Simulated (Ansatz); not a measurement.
Ansatz (an electronic-structure program) input (RPA@PBE/cc-pV(Q+d)Z):
A basis named .json is the Basis Set Exchange file of that set.

Ansatz 0.2 input:
```yaml
crystal:
  periodic: [false, false, false]
  atoms:
    - {symbol: B, position_ang: [-0.00000000, -0.00000000, -1.23654853]}
    - {symbol: Cl, position_ang: [0.00000000, 0.00000000, 0.36369074]}
basis:
  gaussian:
    orbitals: cc-pV_Q+d_Z.json
hamiltonian:
  xc: pbe
total_charge: 1
magnetization: {spin_polarized: true, initial_magnetization: 1}
correlation: {method: rpa, electrons: outside_noble_gas}
```

Output:

```
Functional definition: PBE
integrals: 0.09 GiB planned
734 factors; integrals over basis functions are off by at most 1.0e-3 eV
mean field: 0.34 GiB planned
mean field evaluation 1: about -13178.4236 eV, gradient 2.8e1 eV
mean field evaluation 2: about -13178.4216 eV, gradient 2.8e1 eV
mean field evaluation 4: about -13180.1437 eV, gradient 1.8e1 eV
mean field evaluation 8: about -13181.9592 eV, gradient 9.3e-2 eV
mean field evaluation 16: about -13175.0407 eV, gradient 1.9e1 eV
mean field -13181.95929176 eV, -484.4280689193 hartree, gradient 4.9e-6 eV, S^2 0.758310; 0 other end points of the search recorded, 0 dependent functions left out
6 core orbitals not correlated
reference -13165.44486115 eV, -483.8211747883 hartree; 5, 4 occupied and 108, 109 virtual orbitals, 734 factors
Total energy: -13177.62529736 eV, -484.2687975627 hartree
```
